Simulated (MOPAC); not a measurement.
A run for MOPAC: AM1 on CH7GeI (a complex), monomers drawn apart or pushed together.

```
AM1 1SCF PRECISE CHARGE=0 THREADS=1
CH7GeI

Ge    -0.96600186 1     1.13646228 1     0.75836400 1
I      0.21707571 1    -0.99698389 1     0.05100314 1
H      0.06753316 1     2.02844844 1     1.45395229 1
H     -1.50920238 1     1.79794611 1    -0.51394375 1
H     -2.09978816 1     0.74160661 1     1.71023897 1
C      0.21652112 1     0.03406958 1     5.81906712 1
H      0.59653680 1    -0.55499082 1     4.98578402 1
H      0.59552347 1    -0.37403741 1     6.75493894 1
H      0.54580995 1     1.06734083 1     5.71621099 1
H     -0.87221633 1    -0.00257982 1     5.82319008 1
```

The log:

```
*******************************************************************************
 **                                                                           **
 **                              MOPAC v23.2.5                                **
 **                                                                           **
 *******************************************************************************
 ** MOPAC's Digital Object Identifier: https://doi.org/10.5281/zenodo.6511958 **
 **                                                                           **
 ** Please cite the open-source release paper for use of this MOPAC version:  **
 ** J. E. Moussa and J. J. P. Stewart (2026)                                  **
 ** MOPAC: An open-source semiempirical molecular orbital program             **
 ** J. Open Source Softw., 11(119), 8025, https://doi.org/10.21105/joss.08025 **
 *******************************************************************************

                              AM1 CALCULATION RESULTS

 *******************************************************************************
 *  AM1        - The AM1 Hamiltonian to be used
 *
 *
 *
 *                 CHARGE ON SYSTEM = 0
 *
 *
 *
 *  PRECISE    - TIGHTER CRITERIA TO BE USED
 *  1SCF       - DO 1 SCF AND THEN STOP
 *  THREADS=1  - MULTI-THREADING NOT USED
 *  T=         - A TIME OF 172800.0 SECONDS REQUESTED
 *  DUMP=N     - RESTART FILE WRITTEN EVERY 7200.0 SECONDS REQUESTED
 *******************************************************************************
AM1 1SCF PRECISE CHARGE=0 THREADS=1
 CH7GeI

   ATOM   CHEMICAL          X               Y               Z
  NUMBER   SYMBOL      (ANGSTROMS)     (ANGSTROMS)     (ANGSTROMS)

     1      Ge         -0.96600186  *   1.13646228  *   0.75836400  *
     2       I          0.21707571  *  -0.99698389  *   0.05100314  *
     3       H          0.06753316  *   2.02844844  *   1.45395229  *
     4       H         -1.50920238  *   1.79794611  *  -0.51394375  *
     5       H         -2.09978816  *   0.74160661  *   1.71023897  *
     6       C          0.21652112  *   0.03406958  *   5.81906712  *
     7       H          0.59653680  *  -0.55499082  *   4.98578402  *
     8       H          0.59552347  *  -0.37403741  *   6.75493894  *
     9       H          0.54580995  *   1.06734083  *   5.71621099  *
    10       H         -0.87221633  *  -0.00257982  *   5.82319008  *



          CARTESIAN COORDINATES

    NO.       ATOM           X           Y           Z

     1        Ge         -0.9660      1.1365      0.7584
     2         I          0.2171     -0.9970      0.0510
     3         H          0.0675      2.0284      1.4540
     4         H         -1.5092      1.7979     -0.5139
     5         H         -2.0998      0.7416      1.7102
     6         C          0.2165      0.0341      5.8191
     7         H          0.5965     -0.5550      4.9858
     8         H          0.5955     -0.3740      6.7549
     9         H          0.5458      1.0673      5.7162
    10         H         -0.8722     -0.0026      5.8232

  H: (AM1): M.J.S. DEWAR ET AL, J. AM. CHEM. SOC. 107 3902-3909 (1985)
  C: (AM1): M.J.S. DEWAR ET AL, J. AM. CHEM. SOC. 107 3902-3909 (1985)
 Ge: (AM1): M.J.S.Dewar and C.Jie, Organometallics, 8, 1544, (1989)
  I: (AM1): M.J.S. DEWAR AND E. G. ZOEBISCH, THEOCHEM, 180, 1 (1988).

           Empirical Formula: C H7 Ge I  =    10 atoms



      MOLECULAR POINT GROUP   :   C1


      RHF CALCULATION, NO. OF DOUBLY OCCUPIED LEVELS = 11


 -------------------------------------------------------------------------------
 AM1 1SCF PRECISE CHARGE=0 THREADS=1
 CH7GeI



     1SCF WAS SPECIFIED, SO BFGS WAS NOT USED
     SCF FIELD WAS ACHIEVED


                              AM1 CALCULATION
                                                       MOPAC v23.2.5 Linux




          FINAL HEAT OF FORMATION =         16.89643 KCAL/MOL =      70.69466 KJ/MOL


          COSMO AREA              =        163.54 SQUARE ANGSTROMS
          COSMO VOLUME            =        147.00 CUBIC ANGSTROMS

          IONIZATION POTENTIAL    =         10.551863 EV
          HOMO LUMO ENERGIES (EV) =        -10.552 -1.732
          NO. OF FILLED LEVELS    =         11
          MOLECULAR WEIGHT        =        218.5608         POINT GROUP:  C1

          MOLECULAR DIMENSIONS (Angstroms)

            Atom       Atom       Distance
            H     8    H     4     7.87299
            I     2    H     9     3.72990
            H     5    H     3     2.47757


          SCF CALCULATIONS        =          1





   ATOM   CHEMICAL          X               Y               Z
  NUMBER   SYMBOL      (ANGSTROMS)     (ANGSTROMS)     (ANGSTROMS)

     1      Ge         -0.96600186  *   1.13646228  *   0.75836400  *
     2       I          0.21707571  *  -0.99698389  *   0.05100314  *
     3       H          0.06753316  *   2.02844844  *   1.45395229  *
     4       H         -1.50920238  *   1.79794611  *  -0.51394375  *
     5       H         -2.09978816  *   0.74160661  *   1.71023897  *
     6       C          0.21652112  *   0.03406958  *   5.81906712  *
     7       H          0.59653680  *  -0.55499082  *   4.98578402  *
     8       H          0.59552347  *  -0.37403741  *   6.75493894  *
     9       H          0.54580995  *   1.06734083  *   5.71621099  *
    10       H         -0.87221633  *  -0.00257982  *   5.82319008  *

                             CARTESIAN COORDINATES

   1   Ge       -0.966001860     1.136462280     0.758364000
   2    I        0.217075710    -0.996983890     0.051003140
   3    H        0.067533160     2.028448440     1.453952290
   4    H       -1.509202380     1.797946110    -0.513943750
   5    H       -2.099788160     0.741606610     1.710238970
   6    C        0.216521120     0.034069580     5.819067120
   7    H        0.596536800    -0.554990820     4.985784020
   8    H        0.595523470    -0.374037410     6.754938940
   9    H        0.545809950     1.067340830     5.716210990
  10    H       -0.872216330    -0.002579820     5.823190080


           Empirical Formula: C H7 Ge I  =    10 atoms



      MOLECULAR POINT GROUP   :   C1


                  EIGENVALUES
 -29.91142 -29.35479 -15.53931 -13.46671 -13.45373 -13.44593 -12.38462 -12.37872
 -11.45530 -10.55229 -10.55186  -1.73225   0.32322   0.32946   2.24109   4.70797
   4.71219   4.72893   5.34613


              NET ATOMIC CHARGES AND DIPOLE CONTRIBUTIONS

  ATOM NO.   TYPE          CHARGE      No. of ELECS.   s-Pop       p-Pop
    1         Ge          -0.139603        4.1396     0.95672     3.18289
    2          I          -0.035727        7.0357     1.97838     5.05734
    3          H           0.058403        0.9416     0.94160
    4          H           0.058477        0.9415     0.94152
    5          H           0.058415        0.9416     0.94158
    6          C          -0.262912        4.2629     1.21737     3.04554
    7          H           0.067607        0.9324     0.93239
    8          H           0.066550        0.9334     0.93345
    9          H           0.064280        0.9357     0.93572
   10          H           0.064509        0.9355     0.93549
 DIPOLE           X         Y         Z       TOTAL
 POINT-CHG.    -0.375     0.677     0.225     0.806
 HYBRID        -0.387     0.697     0.233     0.831
 SUM           -0.762     1.374     0.458     1.637


          ATOMIC ORBITAL ELECTRON POPULATIONS

     Atom    s        px        py        pz
    1 Ge   0.95672   1.07336   1.02108   1.08845
    2  I   1.97838   1.79498   1.33709   1.92528
    3  H   0.94160
    4  H   0.94152
    5  H   0.94158
    6  C   1.21737   1.01411   1.01432   1.01711
    7  H   0.93239
    8  H   0.93345
    9  H   0.93572
   10  H   0.93549

 **********************
 *                    *
 * JOB ENDED NORMALLY *
 *                    *
 **********************




 == MOPAC DONE ==
```

The run finished.

Cost: around 0.04 core-seconds (rough).
